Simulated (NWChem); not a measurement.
System: CH₃BiF₂; SMILES [Bi]([CH3])([F])[F]

The following NWChem deck was run.

```
start job
memory heap 200 mb stack 900 mb global 1100 mb
geometry units angstroms noautosym nocenter noautoz
  Bi     0.081600    -0.204341     0.221203
  F      0.894101    -1.248815    -1.325111
  F      0.651596     1.638834    -0.426791
  C     -1.917479    -0.054213    -0.801053
  H     -2.018908     0.987331    -1.137245
  H     -2.745837    -0.330427    -0.133150
  H     -1.875920    -0.727289    -1.669025
end
basis spherical
  * library def2-svpd
end
ecp
  Bi library def2-ecp
end
dft
  xc xpbe96 cpbe96
  iterations 150
end
property
  response 1 0.0
end
task dft property
```

Geometry: optimised at PBE0/def2-SVP. No frequency run checked for a minimum. def2 effective core potentials on Bi; no spin-orbit coupling.

Static field.

What results follow from this input? (PBE/def2-SVPD with def2 effective core potentials on Bi.) Quantities: isotropic polarisability (bohr³); anisotropy (bohr³).


- isotropic polarisability (bohr³): 58.9
- anisotropy (bohr³): 17.8
